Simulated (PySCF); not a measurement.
**Working out the ionisation energy of Nb**

Nb [Kr] 4d4 5s1 (6D) → Nb⁺ [Kr] 4d4 (5D). Calculation: PySCF 2.14, in cc-pVDZ-PP with ECP28MDF; scalar relativity through the core potential. Frozen: 4s2 4p6. Energies in hartree (1 hartree = 27.21139 eV):

```tsv
part	Nb (lower)	Nb⁺ (upper)
UHF	-56.147377	-55.926941
MP2 opposite-spin	0.000000	0.000000
MP2 same-spin	-0.038989	-0.025488
```

Problem. What does Hartree-Fock give?

Solution. (-55.926941) − (-56.147377) = 0.220436 hartree = 5.998 eV.

Problem. What do MP2 and SCS-MP2 (6/5 opposite-spin, 1/3 same-spin) give?

Solution. The opposite-spin parts differ by 0.000 eV and the same-spin parts by 0.367 eV. MP2: 5.998 + (0.000) + (0.367) = 6.365 eV. SCS-MP2: 5.998 + 1.2 × (0.000) + (0.367)/3 = 6.120 eV.

Measured between the centres of the two terms (NIST): 6.776 eV, so MP2 (valence) is off by -0.411 eV.

A double-zeta basis recovers only part of the correlation energy.

What remains against the reference includes basis incompleteness, the frozen core and correlation beyond second order.
